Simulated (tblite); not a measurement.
Start geometry of `C[C](C)COC(C)=O` [radical] from a force field or distance geometry (Å):
```
atom  x, y, z in Å
C1    -1.7027   -1.4319   -0.0416
C2    -1.4821    0.0241    0.2252
C3    -2.6251    0.8039   -0.3388
C4    -0.1735    0.5751   -0.2556
O5     0.9476   -0.0866    0.3388
C6     2.2142    0.3697   -0.0714
C7     3.4639   -0.2137    0.4485
O8     2.3111    1.3208   -0.9002
H9    -0.9558   -2.1202    0.3629
H10   -2.7484   -1.6787    0.3441
H11   -1.7949   -1.6191   -1.1509
H12   -2.2546    1.7232   -0.8177
H13   -3.2059    0.1660   -1.0539
H14   -3.3728    1.0446    0.4651
H15   -0.0576    0.4960   -1.3606
H16   -0.1243    1.6382    0.0690
H17    4.3264    0.3512   -0.0037
H18    3.5989   -0.0821    1.5442
H19    3.6258   -1.2713    0.2042
```

Question: What comes out of this run: GFN2-xTB geometry optimisation, gas phase (tblite 0.8.0)?

Answer: 
```
atom  x, y, z in Å
C1    -1.5786   -1.3332   -0.9445
C2    -1.2712    0.0502   -0.5073
C3    -2.0054    0.6639    0.6269
C4    -0.1335    0.7711   -1.1171
O5     0.9947    0.9113   -0.1982
C6     1.7829   -0.1472   -0.0324
C7     2.8776    0.1552    0.9614
O8     1.6447   -1.1975   -0.6032
H9    -0.6786   -1.9530   -0.9112
H10   -2.3448   -1.7785   -0.3151
H11   -1.9291   -1.3501   -1.9814
H12   -1.6247    1.6588    0.8442
H13   -3.0740    0.7372    0.4027
H14   -1.9190    0.0535    1.5312
H15    0.2251    0.2527   -2.0106
H16   -0.3783    1.8127   -1.3505
H17    3.3929    1.0666    0.6708
H18    2.4359    0.3126    1.9427
H19    3.5736   -0.6770    0.9994
```

The energy falls by 23.6 kcal/mol over 199 L-BFGS steps, the largest force on an atom goes from 4.17 to 0.010 eV/Å, and the atoms move by 1.291 Å rms after alignment. The bond that changes most is O5–C6 (ends: oxygen bonded to 2 C; carbon bonded to C and 2 O), which shortens by 0.077 Å. Bonds longer at the end by more than 0.005 Å: 2 of 18; shorter: 15. Among the angles that change most is O5–C6–C7, from 122.1° to 110.6°. Among the dihedrals that turn most is O8–C6–C7–H18, from 116° to -114°. Rotational constants go from 4818, 948.6, 834.4 to 3468, 1293, 1129 MHz. The orientation of the end geometry is arbitrary; only internal coordinates are fixed.

Hardware: an Arm Neoverse V1 with one thread (shared host). Cost: 1.3 s.

Its lowest GFN2-xTB frequency is 17i cm⁻¹, too small to tell a flat minimum from a shallow saddle. 3 starts were optimised and ended at 0.00, 0.02 and 0.99 kcal/mol (GFN2-xTB); the lowest of these is shown.

One conformer stands for the species.

All values are computed, not measured.
